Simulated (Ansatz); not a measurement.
The same path of H3P + H6OSi2 (13 atoms, charge 0, multiplicity 1) was run twice with different band settings. Lost on the way: Si1–Si2, P10–H13. Made: Si1–P10, Si2–H13.

These are results of RKS PBE-D4/def2-SVP (Ansatz 0.2.0), not measurements.

Relaxed end points:

```xyz
13
Properties=species:S:1:pos:R:3
Si -0.200 0.124 0.099
Si -0.382 0.193 2.453
H -1.826 0.440 2.820
H 0.052 -1.083 3.125
H 0.431 1.333 3.008
H 1.227 0.187 -0.355
O -0.934 1.498 -0.558
H -1.855 1.641 -0.280
H -0.816 -1.157 -0.417
P 2.176 -3.069 0.888
H 0.751 -2.924 1.042
H 2.149 -2.496 -0.434
H 2.433 -1.791 1.502
```

```xyz
13
Properties=species:S:1:pos:R:3
Si 0.490 -0.414 -0.890
Si 0.146 0.259 3.279
H -1.235 -0.299 3.084
H 0.423 0.301 4.760
H 0.248 1.650 2.729
H 1.681 0.490 -0.811
O -0.579 0.187 0.274
H -1.436 -0.272 0.336
H -0.119 -0.350 -2.269
P 1.193 -2.561 -0.605
H -0.151 -3.060 -0.448
H 1.382 -2.392 0.814
H 1.163 -0.645 2.641
```

Common settings: movable images 7; climbing image yes; spring 5.0 eV/Å²; optimiser quadratic models (default); force threshold 0.05 eV/Å; iteration limit 60; end points relaxed.

| run | start path |
| --- | --- |
| 1 | through a guess of the saddle point |
| 2 | straight line |

(1) What does each run give, and how far can it be trusted?

## Answers

(1) Run 1: converged after 38 iterations, highest image 2.011 eV above the first end. The profile has 2 maxima (images 3, 7) with wells between them (image 5): this band takes more than one step, which may be the mechanism or a detour left from its start path. Neighbouring images differ by up to 1.9 eV, so the band resolves the path poorly. A vibrational analysis at the climbing image gives one clearly imaginary mode, 847i cm⁻¹: a first-order saddle point.
Run 2: converged after 27 iterations, highest image 3.090 eV above the first end. Neighbouring images differ by up to 2.5 eV, so the band resolves the path poorly. The order of the point at the top wasn't checked. Another band between the same ends, with other settings, climbed to 2.011 eV only, so this may not be the lowest route.
The orbitals stay closed-shell, which can raise the energy where a bond breaks towards radicals; this wasn't checked here.
